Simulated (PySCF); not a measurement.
A structure optimised at ωB97X-D3(BJ)/def2-SVP, used in a PySCF frequency run:

```
C
O 1 1.2138
C 1 1.5113 2 122.73
H 3 1.0987 1 110.05 2 0.00
H 3 1.1027 4 110.11 1 121.37
H 3 1.1027 4 110.11 5 117.26
B 1 1.6168 2 118.76 3 180.00
F 7 1.3135 1 120.97 2 0.00
F 7 1.3231 8 118.53 1 180.00
```
Charge 0, spin multiplicity 1.

Problem. Write its SMILES, formula and point group.

Solution. CC(=O)B(F)F, C2H3BF2O, Cs

Problem. What are its rotational constants (standard atomic weights)?

Solution. 5.2001, 2.9882, 1.9204 GHz
